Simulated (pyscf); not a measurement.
H₃C–NH₃⁺ (SMILES C[NH3+]), singlet

Gas-phase minimum from PySCF at ωB97X-D3(BJ)/def2-SVP, one conformer. 

SMILES: C[NH3+]
```xyz
8

C     -0.7081    -0.9198    -0.6935
N     -0.8447    -0.2861    -2.0486
H     -1.0693    -0.2104     0.0615
H      0.3501    -1.1537    -0.5227
H     -1.3100    -1.8370    -0.6750
H     -1.8228    -0.0443    -2.2624
H     -0.5187    -0.9114    -2.7993
H     -0.2971     0.5832    -2.1227
```
Charge +1, spin multiplicity 1.

Bonded distances (Å): C1–N2 1.502, C1–H3 1.097, C1–H4 1.097, C1–H5 1.097, N2–H6 1.030, N2–H7 1.030, N2–H8 1.030. Angles (°): N2–C1–H3 108.5, N2–C1–H4 108.5, N2–C1–H5 108.5, H3–C1–H4 110.4, H3–C1–H5 110.4, H4–C1–H5 110.4, C1–N2–H6 111.9, C1–N2–H7 111.9, C1–N2–H8 111.9, H6–N2–H7 107.0, H6–N2–H8 107.0, H7–N2–H8 107.0.

Properties at ωB97X-D3(BJ)/def2-SVP:

```json
{
  "harmonic_wavenumbers_unscaled": "303, 914, 914, 981, 1271, 1271, 1455, 1484, 1484, 1524, 1639, 1639, 3112, 3242, 3242, 3432, 3519, 3519 cm⁻¹",
  "zero_point_energy": "50.0 kcal/mol",
  "rotational_symmetry_number": "3",
  "Entropy of this conformer at 298 K and 1 atm, rigid rotor and harmonic oscillator, modes under 100 cm⁻¹ raised to 100": "233.6 J/(mol K)",
  "dipole_moment": "depends on origin"
}
```

Single-point totals, which compare only within one level (frozen core for MP2 and CC):

```tsv
level	total energy (hartree)
ωB97X-D3(BJ)/def2-TZVP	-96.29824
PBE/def2-TZVP	-96.11881
r²SCAN/def2-TZVP	-96.18888
B3LYP-D3(BJ)/def2-TZVP	-96.26196
PBE0-D3(BJ)/def2-TZVP	-96.13694
M06-2X/def2-TZVP	-96.19525
ωB97M-D3(BJ)/def2-TZVP	-96.26797
HF/def2-TZVPP	-95.61950
MP2/def2-TZVPP	-96.01600
CCSD/def2-TZVPP	-96.04396
CCSD(T)/def2-TZVPP	-96.05741
```

The CCSD(T) − MP2 part came from Ansatz, without density fitting, on the same reference.
